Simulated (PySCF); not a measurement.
This PySCF input asks for the NMR shieldings of SMILES [SiH](C)(C)n1nc(F)cc1[SiH3], C₅H₁₁FN₂Si₂; the geometry comes from GFN2-xTB.

```python
import basis_set_exchange as bse
import numpy as np
from pyscf import gto, dft
from pyscf.prop import nmr

atoms = """
C    -1.830325    0.452643    1.682962
Si   -1.216062    0.548006   -0.110406
C    -2.417622   -0.256656   -1.330449
N     0.282590   -0.393766   -0.202132
N     0.113365   -1.719241   -0.326270
C     1.319615   -2.233797   -0.313805
F     1.512591   -3.547824   -0.420906
C     2.308191   -1.252418   -0.177415
C     1.598491   -0.068288   -0.104330
Si    2.271196    1.666645    0.090497
H    -2.772490    0.977132    1.806353
H    -1.985827   -0.580949    1.981094
H    -1.114323    0.889592    2.373620
H    -0.813533    1.909503   -0.489270
H    -2.499412   -1.321339   -1.132263
H    -3.407972    0.181155   -1.255952
H    -2.078702   -0.141184   -2.355568
H     3.367811   -1.393028   -0.140903
H     1.986917    2.444108   -1.118529
H     3.716218    1.553138    0.287486
H     1.650362    2.303515    1.255713
"""
names = dict.fromkeys(["C", "Si", "N", "F", "H"], "pcSseg-1")
basis = {el: gto.basis.parse(bse.get_basis(n, elements=[el], fmt="nwchem")) for el, n in names.items()}
mol = gto.M(atom=atoms, basis=basis, charge=0, verbose=0)
mf = dft.RKS(mol, xc="PBE0")
mf.grids.level = 2
mf.grids.alignment = dft.numint.BLKSIZE   # the property module wants whole blocks of grid points
mf.conv_tol = 1e-9
mf.kernel()

calc = nmr.RKS(mf)   # GIAO
C = mf.mo_coeff
Co = C[:, mf.mo_occ > 0]
resp = mf.gen_response(singlet=True, hermi=2)
def vind(x):   # induced exchange potential for any number of trial vectors
    d = np.einsum("pi,xij,qj->xpq", C, 2 * x.reshape(-1, C.shape[1], Co.shape[1]), Co, optimize=True)
    return np.einsum("xpq,pi,qj->xij", resp(d - d.transpose(0, 2, 1)), C, Co, optimize=True).ravel()
mo1, _ = nmr.rhf.solve_mo1(calc, with_cphf=vind)
sigma = calc.kernel(mo1)
for i, s in enumerate(sigma):   # ppm
    print("%2d %-2s %9.2f" % (i, mol.atom_pure_symbol(i), np.trace(s) / 3))
```

**Question.** What are the results?

**Answer.** 
```
 0 C     186.96
 1 Si    352.19
 2 C     188.41
 3 N      40.09
 4 N     -62.76
 5 C       9.57
 6 F     312.42
 7 C      77.62
 8 C      44.61
 9 Si    436.59
10 H      31.67
11 H      31.06
12 H      31.29
13 H      26.26
14 H      30.19
15 H      31.64
16 H      31.23
17 H      25.48
18 H      27.11
19 H      27.29
20 H      27.18
```

These numbers come from an equivalent density-fitted implementation of the same equations, which agrees with the script to about 0.01 ppm for H and up to a few tenths of a ppm for heavy atoms, so last digits may differ.

**Question.** Turn these shieldings into chemical shifts. Referencing at the same level of theory: ¹³C (186.93 ppm) and ²⁹Si (349.16 ppm) and ¹H (31.72 ppm) against TMS; ¹⁵N (267.73 ppm) against NH3; ¹⁹F (170.95 ppm) vs CFCl3.

**Answer.** Averaging equivalent atoms: C 5: 177.4; C 8: 142.3; C 7: 109.3; C 0/2: -0.8; Si 1: -3.0; Si 9: -87.4; N 4: 330.5; N 3: 227.6; F 6: -141.5; H 17: 6.23; H 13: 5.46; H 18/19/20: 4.53; H 10/11/12/14/15/16: 0.54 ppm. Unscaled 19F shifts against computed CFCl3 carry errors that often reach 10 to 50 ppm. Experimental scales use liquid or dissolved standards, which lie at an offset from isolated NH3 (liquid NH3: subtract about 20 ppm). Unscaled 15N shifts of sp2 nitrogen come out 20 to 40 ppm too high even then.

Size and cost of the density-fitted run: 239 basis functions, 52 s wall time on 1 thread of an Arm Neoverse V1, shared host; peak memory 1.1 GiB.
